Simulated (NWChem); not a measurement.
System: SiH cation, singlet

NWChem input:

```
start job
memory heap 200 mb stack 900 mb global 1100 mb
charge 1
geometry units angstroms noautosym nocenter noautoz
  Si     0.000000     0.000000    -0.112089
  H      0.000000     0.000000     1.413456
end
basis spherical
  * library 6-31+g*
end
dft
  xc b3lyp
  iterations 150
end
cosmo
  do_cosmo_smd true
  solvent water
end
task dft energy
```

Excerpt of the output:

```
             Northwest Computational Chemistry Package (NWChem) 7.3.0
             --------------------------------------------------------

                             Geometry "geometry" -> ""
                             -------------------------

 Output coordinates in angstroms (scale by  1.889725989 to convert to a.u.)

  No.       Tag          Charge          X              Y              Z
 ---- ---------------- ---------- -------------- -------------- --------------
    1 Si                  14.0000     0.00000000     0.00000000    -0.11208900
    2 H                    1.0000     0.00000000     0.00000000     1.41345600

 Effective nuclear repulsion energy (a.u.)       4.8562851217

                                 NWChem DFT Module
                                 -----------------

 Summary of "ao basis" -> "ao basis" (spherical)
 ------------------------------------------------------------------------------
       Tag                 Description            Shells   Functions and Types
 ---------------- ------------------------------  ------  ---------------------
 Si                         6-31+g*                 10       22   5s4p1d
 H                          6-31+g*                  2        2   2s

 in cosmo_initialize ...
 calling solv_data for solv:h2o

 solvent parameters
 solvname_short: h2o
 solvname_long:  water
 dielec:       78.4000
 dielecinf:     1.7769
 aqueous SMD model solvent descriptors
 dielec:       78.4000
 sola:          0.8200

          ---------------
          -cosmo- solvent
          ---------------
 Cosmo: York-Karplus, doi: 10.1021/jp992097l
 dielectric constant -eps-     =  78.40
 screen = (eps-1)/(eps    )    =   0.98724
 surface charge correction     = lagrangian

   van der Waals surface
 --------------------------

 ---------- ATOMIC COORDINATES (A.U.) ------------ VDWR(ANG.) --
     1    0.00000000    0.00000000   -0.21181750     2.470
     2    0.00000000    0.00000000    2.67104454     1.200
 number of segments per atom =        128
 number of   points per atom =        128
 atom (   nspa,  nppa )
 ----------------------
    1 (    124,     0 )       0
    2 (     36,     0 )       0
 number of -cosmo- surface points =      160
 molecular surface =     76.780 angstrom**2
 molecular volume  =     60.478 angstrom**3
 -lineq- algorithm             =   0
 -bem- low  level              =   3
 -bem- from -octahedral-
 gaussian surface charge width =   4.50000
 degree of switching           =   1.00000
 switching function tolerance  =   0.00010
 atomic radii =
 --------------
    1 14.000  2.470
    2  1.000  1.200
 ...... end of -cosmo- initialization ......

 nat:                     2
 ixmem:                   309
 calling mnsol_interface()
 G(SMD-CDS) energy (kcal/mol)  =     0.565
 SMD-CDS SASA (angstrom**2)    =    81.844

            General Information
            -------------------
          SCF calculation type: DFT
          Wavefunction type:  closed shell.
          No. of atoms     :     2
          No. of electrons :    14
           Alpha electrons :     7
            Beta electrons :     7
          Charge           :     1
          Spin multiplicity:     1
          Use of symmetry is: off; symmetry adaption is: off
          Maximum number of iterations: 150
          AO basis - number of functions:    24
                     number of shells:    12
          Convergence on energy requested:  1.00D-06
          Convergence on density requested:  1.00D-05
          Convergence on gradient requested:  5.00D-04

              XC Information
              --------------
                         B3LYP Method XC Potential
                     Hartree-Fock (Exact) Exchange  0.200
                        Slater Exchange Functional  0.800 local
                    Becke 1988 Exchange Functional  0.720 non-local
              Lee-Yang-Parr Correlation Functional  0.810
                  VWN I RPA Correlation Functional  0.190 local

             Grid Information
             ----------------
          Grid used for XC integration:  medium
          Radial quadrature: Mura-Knowles
          Angular quadrature: Lebedev.
          Tag              B.-S. Rad. Rad. Pts. Rad. Cut. Ang. Pts.
          ---              ---------- --------- --------- ---------
          Si                  1.10       88           9.0       590
          H                   0.35       45           8.0       434
          Grid pruning is: on
          Number of quadrature shells:   133
          Spatial weights used:  Erf1

      Superposition of Atomic Density Guess
      -------------------------------------

 Sum of atomic energies:        -289.31601075

 Renormalizing density from      15.00 to     14

      Non-variational initial energy
      ------------------------------

 Total energy =    -276.829732
 1-e energy   =    -383.214137
 2-e energy   =     101.528119
 HOMO         =      -0.677280
 LUMO         =      -0.490264

[...]

                                COSMO-SMD solvation results
                                ---------------------------

             internal energy in gas <Psi(g)|H|Psi(g)> =      -289.693842118259
         internal energy in solvent <Psi(s)|H|Psi(s)> =      -289.693625315703
                               delta internal energy  =         0.000216802556 (    0.14 kcal/mol)
   total free energy in solvent <Psi(s)|H+V/2|Psi(s)> =      -289.801822752209
 polarization energy contribution <Psi(s)|V/2|Psi(s)> =        -0.108197436506 (  -67.89 kcal/mol)
    total free energy in solvent including G(SMD-CDS) =      -289.800923073190
                       G(SMD-CDS) energy contribution =         0.000899679019 (    0.56 kcal/mol)
     1 M fixed-concentration free energy of solvation =        -0.107080954931 (  -67.19 kcal/mol)

                       DFT Final Molecular Orbital Analysis
                       ------------------------------------

 Vector    5  Occ=2.000000D+00  E=-3.805366D+00
              MO Center=  1.4D-11, -8.5D-12, -1.1D-01, r^2= 1.0D-01
   Bfn.  Coefficient  Atom+Function         Bfn.  Coefficient  Atom+Function
  ----- ------------  ---------------      ----- ------------  ---------------
     5      0.991931  1 Si pz                 9      0.030691  1 Si pz

 Vector    6  Occ=2.000000D+00  E=-5.696650D-01
              MO Center=  1.7D-09,  1.9D-09,  4.0D-01, r^2= 1.4D+00
   Bfn.  Coefficient  Atom+Function         Bfn.  Coefficient  Atom+Function
  ----- ------------  ---------------      ----- ------------  ---------------
     6      0.704416  1 Si s                  2     -0.289500  1 Si s
    23      0.196513  2 H  s                 10      0.173300  1 Si s
     9      0.153542  1 Si pz                24      0.136825  2 H  s
     1      0.065092  1 Si s                  5     -0.058966  1 Si pz
    20      0.036175  1 Si d  0

 Vector    7  Occ=2.000000D+00  E=-3.541565D-01
              MO Center=  1.4D-08,  1.4D-08,  5.7D-02, r^2= 2.1D+00
   Bfn.  Coefficient  Atom+Function         Bfn.  Coefficient  Atom+Function
  ----- ------------  ---------------      ----- ------------  ---------------
     9      0.522209  1 Si pz                 6     -0.374008  1 Si s
    24      0.316233  2 H  s                 10     -0.270765  1 Si s
    23      0.256255  2 H  s                  5     -0.190337  1 Si pz
     2      0.142902  1 Si s                 13      0.080455  1 Si pz
    20      0.076765  1 Si d  0               1     -0.032199  1 Si s

 Vector    8  Occ=0.000000D+00  E=-1.870197D-01
              MO Center= -6.0D-09, -6.1D-09, -1.0D-01, r^2= 2.2D+00
   Bfn.  Coefficient  Atom+Function         Bfn.  Coefficient  Atom+Function
  ----- ------------  ---------------      ----- ------------  ---------------
     7      0.521435  1 Si px                 8      0.521079  1 Si py
    11      0.254915  1 Si px                12      0.254741  1 Si py
     3     -0.178434  1 Si px                 4     -0.178312  1 Si py

 Vector    9  Occ=0.000000D+00  E=-1.870197D-01
              MO Center= -7.2D-10, -1.7D-09, -1.0D-01, r^2= 2.2D+00
   Bfn.  Coefficient  Atom+Function         Bfn.  Coefficient  Atom+Function
  ----- ------------  ---------------      ----- ------------  ---------------
     7      0.521079  1 Si px                 8     -0.521435  1 Si py
    11      0.254741  1 Si px                12     -0.254915  1 Si py
     3     -0.178312  1 Si px                 4      0.178434  1 Si py

 Vector   10  Occ=0.000000D+00  E=-1.752236D-03
              MO Center=  3.4D-09,  3.7D-09,  3.3D-02, r^2= 6.9D+00
   Bfn.  Coefficient  Atom+Function         Bfn.  Coefficient  Atom+Function
  ----- ------------  ---------------      ----- ------------  ---------------
    14     -1.259717  1 Si s                 10      1.149389  1 Si s
    24     -0.846404  2 H  s                 13      0.667453  1 Si pz
     9      0.400356  1 Si pz                 6      0.345121  1 Si s
    17     -0.158156  1 Si pz                23     -0.150620  2 H  s
     2     -0.120746  1 Si s                  5     -0.114198  1 Si pz

     Multipole analysis of the density
     ---------------------------------

     L   x y z        total         alpha         beta         nuclear
     -   - - -        -----         -----         ----         -------
     0   0 0 0      1.000000     -7.000000     -7.000000     15.000000

     1   1 0 0     -0.000000     -0.000000     -0.000000      0.000000
     1   0 1 0     -0.000000     -0.000000     -0.000000      0.000000
     1   0 0 1      0.105464      0.199932      0.199932     -0.294400

     2   2 0 0     -6.264981     -3.132491     -3.132491      0.000000
     2   1 1 0     -0.000000     -0.000000     -0.000000      0.000000
     2   1 0 1      0.000000      0.000000      0.000000      0.000000
     2   0 2 0     -6.264981     -3.132491     -3.132491      0.000000
     2   0 1 1      0.000000      0.000000      0.000000      0.000000
     2   0 0 2     -8.951466     -8.357039     -8.357039      7.762612
```

Level: B3LYP/6-31+G* (spherical d), SMD on the gas-phase geometry. Low-valent species are run as closed-shell singlets; no triplet was tried in these runs. All runs use the structure optimised with PBE0/def2-SVP. Solvent: water.
